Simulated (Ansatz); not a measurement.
The cluster Ca₃⁺. Total charge 1; quartet. Geometry PBE0/def2-TZVP.

```xyz
3

Ca    0.332   -1.995   -0.307
Ca    1.575    1.258    0.349
Ca   -1.907    0.738   -0.043
```

At PBE0/def2-TZVP a doublet of charge 1 lies 0.39 eV below the quartet, each at its own geometry. The structure comes from a short search, and lower isomers may exist.

(1) Estimate the α-spin orbital energies around the gap (eV) in Ansatz with LDA (SPW92)/def2-TZVP, PBE/def2-TZVP, r2SCAN/def2-TZVP, r2SCANh/def2-TZVP, PBE0/def2-TZVP.

Results:

(1) 
| orbital | LDA (SPW92)/def2-TZVP | PBE/def2-TZVP | r2SCAN/def2-TZVP | r2SCANh/def2-TZVP | PBE0/def2-TZVP |
| --- | --- | --- | --- | --- | --- |
| HOMO−13 | -49.32 | -49.55 | -51.33 | -52.77 | -53.74 |
| HOMO−12 | -31.03 | -31.02 | -31.92 | -32.88 | -33.72 |
| HOMO−11 | -31.03 | -31.02 | -31.90 | -32.85 | -33.69 |
| HOMO−10 | -31.02 | -31.02 | -31.90 | -32.85 | -33.69 |
| HOMO−9 | -30.99 | -31.00 | -31.89 | -32.84 | -33.67 |
| HOMO−8 | -30.98 | -30.99 | -31.88 | -32.83 | -33.66 |
| HOMO−7 | -30.98 | -30.99 | -31.88 | -32.83 | -33.66 |
| HOMO−6 | -30.98 | -30.97 | -31.84 | -32.79 | -33.63 |
| HOMO−5 | -30.90 | -30.91 | -31.81 | -32.76 | -33.60 |
| HOMO−4 | -30.90 | -30.91 | -31.81 | -32.76 | -33.60 |
| HOMO−3 | -8.73 | -8.58 | -8.66 | -9.04 | -9.58 |
| HOMO−2 | -7.06 | -6.93 | -7.01 | -7.25 | -7.51 |
| HOMO−1 | -7.06 | -6.93 | -7.01 | -7.25 | -7.51 |
| HOMO | -6.33 | -6.25 | -6.29 | -6.51 | -6.79 |
| LUMO | -6.13 | -5.89 | -5.60 | -5.31 | -5.07 |
| LUMO+1 | -5.53 | -5.32 | -5.10 | -4.91 | -4.72 |
| LUMO+2 | -5.53 | -5.32 | -5.10 | -4.91 | -4.72 |
| LUMO+3 | -5.50 | -5.30 | -5.08 | -4.76 | -4.39 |
| LUMO+4 | -5.50 | -5.30 | -5.08 | -4.76 | -4.39 |
| LUMO+5 | -5.45 | -5.21 | -4.90 | -4.56 | -4.23 |
| β HOMO | -8.00 | -7.82 | -7.67 | -7.97 | -8.46 |
| β LUMO | -6.38 | -6.17 | -5.57 | -5.42 | -5.60 |
